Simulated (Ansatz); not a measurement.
Born–Oppenheimer molecular dynamics of CH7ClO2Si2 (13 atoms, charge 0, multiplicity 1). It starts at the highest image of a converged band. Of that band: Neighbouring images differ by up to 1.8 eV, so the band resolves the path poorly. A vibrational analysis at the climbing image gives one clearly imaginary mode, 1333i cm⁻¹: a first-order saddle point.

Theory: RKS B3LYP/STO-3G (Ansatz).

```yaml
ensemble: NVE (velocity Verlet)
time_step: 0.5 fs
steps_asked: 200
starting_velocities_drawn_for: 100 K
seed: 10454
```

First frame:

```xyz
13
Properties=species:S:1:pos:R:3
O -1.722 -2.249 0.601
C -0.637 -1.708 -0.236
Si 0.395 -0.340 0.626
Cl -1.149 0.946 1.413
Si 1.680 1.164 -0.552
O 0.448 2.571 -0.770
H -2.251 -1.395 0.829
H -1.023 -1.332 -1.210
H 0.023 -2.568 -0.468
H 1.003 -0.906 1.817
H 1.694 2.672 -0.172
H 1.732 0.645 -1.920
H -0.172 2.466 0.055
```

Problem. What does the run give?

Solution. All steps were run.

```
steps done                                               : 200
time covered                                             : 100 fs
mean temperature over the second half                    : 1088 K
spread of the potential energy over the second half      : 34.4 meV per atom
mean potential energy of the second half above the start : -108.1 meV per atom
```

The conserved energy stayed within 0.32 meV per atom of its start (net change -0.037 meV per atom), so the integration is sound. The system heated up, since it started high on the potential surface and ran downhill. A run of 0.1 ps of so small a system gives no equilibrium averages. The orbitals stay closed-shell, which can raise the energy where a bond breaks towards radicals; this wasn't checked here. Limits of this set-up: minimal basis.

Problem. What happens to the structure?

Solution. The step under study would form O6–H11 and break Si5–H11. These pairs go: O6–H11 1.39 → 2.43 Å, Si5–H11 1.56 → 1.48 Å. In the last frame they stand as before the step (other bonds may differ from the relaxed reactants and products). It ends as one piece, CH7ClO2Si2. Pairs count as bonded within 1.25 times the sum of covalent radii (0.12 Å more for H–H). The details hang on the random start.

Problem. How do temperature and energy run in time?

Solution. 
```
time (fs)  T (K)  potential energy less start (eV)  conserved less start (meV/atom)
      0.0    100                             0.000                             0.00
      8.0    141                            -0.057                             0.05
     16.0   1748                            -2.347                            -0.32
     24.0   1180                            -1.537                            -0.10
     32.0    602                            -0.715                            -0.08
     40.0   1497                            -1.987                            -0.10
     48.0   1063                            -1.370                            -0.03
     56.0    881                            -1.111                            -0.08
     64.0   1372                            -1.809                            -0.06
     72.0    765                            -0.946                             0.01
     80.0   1473                            -1.954                            -0.19
     88.0    948                            -1.205                             0.06
     96.0   1164                            -1.514                            -0.09
```

Time of the run: 12 min on 1 thread of Arm Neoverse V1 (shared host), peak memory 0.13 GiB.
